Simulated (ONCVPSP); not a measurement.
**Transferability test, ONCV potential for sulfur (S)**

ONCVPSP 4.0.1 input, shortened (lines: element, Z, core and valence counts, functional; n l f; lmax; l rc ep ncon nbas qcut; lloc lpopt rc5 dvloc0; l nproj debl; icmod fcfact rcfact), PBEsol, scalar-relativistic:

```
  S 16.00    3    2  -116133      upf
    1    0    2.00
    2    0    2.00
    2    1    6.00
    3    0    2.00
    3    1    3.00
    2
    0    1.15    0.00    3    7    6.50
    1    1.25    0.00    4    7    5.70
    2    1.10    0.40    3    6    9.30
    2    5    1.10    0.00
    0    3    3.30
    1    2    0.40
    2    0    0.40
    3    4.50    1.15
```

In the p channel the program set the typed energies aside and used -0.616, 0.250 Ha.

Energies are relative to the spin-unpolarised reference configuration 3s2 3p3; without spin polarisation the order of configurations can differ from experiment.

| valence configuration | charge | ΔE all-electron (eV) | error AE − PS (meV) |
| --- | --- | --- | --- |
| 3s2 3p2 | +2 | 22.241 | +2.5 |
| 3s1 3p4 | +1 | 10.847 | -1.4 |

Q: What are ΔE and the potential's error for 3s2 3p4?

A: ΔE = -11.733 eV all-electron; the error (AE − PS) is +1.5 meV.

Q: What are ΔE and the potential's error for 3s2 3p1?

A: ΔE = 56.241 eV all-electron; the error (AE − PS) is +22 meV.

Levels in the configuration 3s2 3p2:

```json
{"level": "3s", "all-electron (eV)": "-39.320", "pseudo (eV)": "-39.312"}
{"level": "3p", "all-electron (eV)": "-27.936", "pseudo (eV)": "-27.926"}
```

Note: ghosts flagged at negative energy: s at -32431.0 eV, s at -144.6 eV; GHOST(+) flags only above 600 eV. A true bound ghost makes a file unfit for plane-wave use.
